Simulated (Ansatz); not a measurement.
`[BH2][SnH]([OH])[F]` + H₂ → `[BH2][SnH2][OH]` + H–F at 700 K and 1 bar (hydrogenolysis of the Sn–F bond).

Calculated with Ansatz (gas phase, PBE0-D4/def2-TZVP geometries, no zero-point term in ΔE). CBS: MP2 limit from def2 TZ/QZ plus the TZ coupled-cluster correction, frozen cores. This one scheme is used for every species. Elements past krypton have def2 core potentials. For Sn outer-core shells are correlated without core-valence functions, which leaves a few kJ/mol of doubt a bond. Each species was taken in one conformer, which may not be the lowest.

| species | CCSD(T)/CBS energy (Eh) | H − E (kJ/mol) | S (J/(mol·K)) |
| --- | --- | --- | --- |
| `[BH2][SnH]([OH])[F]` | -416.20311 | 181.9 | 463.4 |
| H₂ | -1.17544 | 46.8 | 155.3 |
| `[BH2][SnH2][OH]` | -316.96213 | 188.1 | 432.9 |
| H–F | -100.39570 | 45.2 | 198.5 |

H − E and S are ideal-gas, rigid-rotor, harmonic terms from PBE0-D4/def2-TZVP, for one conformer and one mirror image of each species. The MP2-based limit puts H₂ 0.8 mEh under its directly extrapolated value; such offsets cancel only in part. 1 Eh = 2625.50 kJ/mol, R = 8.31446 J/(mol·K).

Question: By hand: ΔE, ΔH, ΔS and ΔG.

Answer: ΔE = (-316.96213) + (-100.39570) − (-416.20311) − (-1.17544) = 0.02072 Eh = 54.4 kJ/mol. Δ(H − E) = 188.1 + 45.2 − 181.9 − 46.8 = 4.6, so ΔH = 59.0 kJ/mol. ΔS = 432.9 + 198.5 − 463.4 − 155.3 = 12.7 J/(mol·K). ΔG = 59.0 − 700 × (12.7)/1000 = 50.1 kJ/mol.

Question: By hand: the equilibrium constant, and the temperature at which ΔG would vanish if ΔH and ΔS stayed fixed.

Answer: log₁₀ K = −ΔG/(RT ln 10) = -3.7. ΔG = 0 at ΔH/ΔS = 4646 K, far beyond where these terms or the molecules hold.

The number of gas molecules stays the same, so ΔS is small and ΔH decides. A doubt of 5 kJ/mol in ΔE shifts log₁₀ K by 0.4 here. Other conformers and mirror images would add mixing entropy, several J/(mol·K) or more a flexible species. These are equilibria of isolated gas molecules and say nothing of rates. Largest T1 diagnostic: 0.014 (customary marks: 0.02 for closed shells, 0.045 for open ones).
